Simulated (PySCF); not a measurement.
**A small calculation by hand: dipole moment from atomic charges**

H₂S₂Si, SMILES S[Si]S (connectivity only; charge and spin as stated), neutral, multiplicity 1. Atoms are numbered in the order given.

```xyz
5

Si     0.9992    -0.0107     0.0000
S     -0.3345     1.6696     0.0000
H     -1.5313     1.0530     0.0000
S     -0.4708    -1.5656     0.0000
H      0.4264    -2.5668     0.0000
```

Geometry optimised at PBE0-D3(BJ)/def2-TZVP. The values are those of a single conformer.

Charges (e) from M06-2X/def2-TZVPD (PySCF):

```
atom  ESP fit     IAO
----  -------  ------
Si1     0.067   0.327
S2     -0.208  -0.261
H3      0.209   0.093
S4     -0.266  -0.262
H5      0.199   0.102
```

The dipole moment of the full density is 1.02 D.

**Question.** What dipole moment does each set of point charges give, and which comes closer to that of the density?

**Answer.** 
μ = Σ q r, and 1 e Å = 4.8032 D.
ESP fit: Σ q r = (0.027, -0.222, 0.000) e Å, |μ| = 1.08 D.
IAO: Σ q r = (0.438, -0.193, 0.000) e Å, |μ| = 2.30 D.
ESP fit comes closer in size. Point charges leave out the atoms' own dipoles (lone pairs, polarised bonds); fits to the potential absorb them, partitions of the density don't.
